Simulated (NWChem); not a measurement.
Species: C3H3NS; SMILES c1cscn1

Computed with NWChem. Geometry: optimised at PBE0/def2-SVP. Ions are spin-unrestricted doublets at the neutral geometry; other ion states weren't tried.

```json
[
 {"level": "B3LYP/def2-SVP", "−ε(HOMO) (eV)": "7.04"},
 {"level": "PBE0/def2-SVP", "−ε(HOMO) (eV)": "7.34"},
 {"level": "CAM-B3LYP/def2-SVP", "−ε(HOMO) (eV)": "8.53"},
 {"level": "LDA (Slater exchange, VWN5)/def2-SVP", "−ε(HOMO) (eV)": "6.37"}
]
```
